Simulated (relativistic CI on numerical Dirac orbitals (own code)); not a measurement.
Gd VII: q coefficients and field-shift factors

Method of calculation: Dirac-Coulomb-Breit CI, KLI orbitals optimised for each configuration, derivatives by finite differences, unscaled Slater integrals, QED left out (own radial code, finite nucleus).

CI space (outside the closed core [Kr] 4d10): 4f6 5s2 5p4, 4f5 5s 5p6. The list is cut by size and lacks configurations that can hold low levels.

With x = (α/α₀)² − 1 an excitation energy changes as ω = ω₀ + qx; K = 2q/ω₀ is the relative enhancement. Terms are leading LS components, so labels can repeat. The field-shift factor is F = δν/δ⟨r²⟩ for the transition from the lowest level.

Lowest level 4f6 5s2 5p4 9D_2.

```tsv
Level	ω₀ (cm⁻¹)	q (cm⁻¹)	K	F (GHz/fm²)
4f6 5s2 5p4 9D_3	2064.7	808.6	0.783	0.0398
4f6 5s2 5p4 9D_4	4573.2	1319	0.577	0.103
4f6 5s2 5p4 9D_5	7252.7	1234	0.34	0.202
4f6 5s2 5p4 9G_8	8691.0	3196	0.735	0.353
4f6 5s2 5p4 9G_6	9350.3	1105	0.236	0.291
4f6 5s2 5p4 9G_7	9681.1	2385	0.493	0.295
4f6 5s2 5p4 9G_5	14917.1	5080	0.681	-0.121
4f6 5s2 5p4 9G_4	15203.2	3033	0.399	-0.116
4f6 5s2 5p4 9D_6	15610.2	6365	0.816	-0.0543
4f6 5s2 5p4 9G_3	15863.7	1307	0.165	-0.116
4f6 5s2 5p4 9G_2	16966.8	557.6	0.0657	-0.147
4f6 5s2 5p4 9G_1	18633.1	1561	0.168	-0.229
4f6 5s2 5p4 9G_0	20440.5	4149	0.406	-0.397
```

At this charge configurations can still be misplaced by up to about 7 % of their energy. Terms inside the open d or f shell come out 10 to 20 % too wide with unscaled integrals. Levels and lines within the n = 5 or 6 shells can be off by up to 10 % or somewhat more, and those that change n by about 2 %, since core polarisation is missing.
